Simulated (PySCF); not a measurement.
ZnF⁻ at M06-2X

Computed with M06-2X; basis Zn def2-TZVPPD, F def2-TZVPPD; no relativity; PySCF 2.14.

```json
{
 "state": "¹Σ⁺ (singlet), closed shell",
 "bond length": "1.936 Å",
 "harmonic wavenumber": "420 cm⁻¹",
 "force constant": "1.52 mdyn/Å",
 "rotational constant Be": "0.3071 cm⁻¹",
 "anharmonicity ωexe": "4.14 cm⁻¹",
 "vibration–rotation constant αe": "0.00371 cm⁻¹",
 "well depth De to Zn + F⁻": "1.64 eV",
 "dissociation energy D0": "1.62 eV",
 "HOMO–LUMO gap": "4.03 eV",
 "bond order (Mayer)": "-0.70",
 "dipole moment (positive dipole points towards F; it is taken about the centre of mass and depends on that origin)": "-0.24 D"
}
```

For an ion De counts to the pair picked by the measured ionisation energies or electron affinities, which need not be the lowest pair at this level.
